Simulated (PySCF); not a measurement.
Spinor energies of Tm(59+) (thulium, charge +59)

Start: [Ne]. Calculated with PySCF 2.14 in an even-tempered Gaussian basis (17 s from 9.9 bohr⁻², ratio 2.6; 13 p from 13 bohr⁻², ratio 2.6; 6 d from 13 bohr⁻², ratio 2.8; 3 f from 280 bohr⁻², ratio 2.8): generalised Hartree-Fock with the X2C-1e Hamiltonian and a Gaussian nucleus; spin-orbit coupling (SO) screened by Boettger's factors.

```
spinor shell  electrons  ε, screened SO (eV)  weight of nominal j (screened SO)  rms radius, screened SO (bohr)
       1s1/2          2             -64626.3                              1.000                          0.0227
       2s1/2          2             -14812.3                              1.000                          0.0901
       2p1/2          2             -14384.2                              1.000                          0.0766
       2p3/2          4             -13363.7                              1.000                          0.0831
```

```tsv
quantity	screened SO
E (hartree)	-9482.95186
M_J	0
⟨J²⟩	0.000
⟨L²⟩	0.025
⟨S²⟩	0.025
```

Breit and QED terms are absent; they matter most for the inner s and p1/2 levels.

Densities and radii are taken from the X2C orbitals without a picture-change correction, which distorts them close to the nucleus.
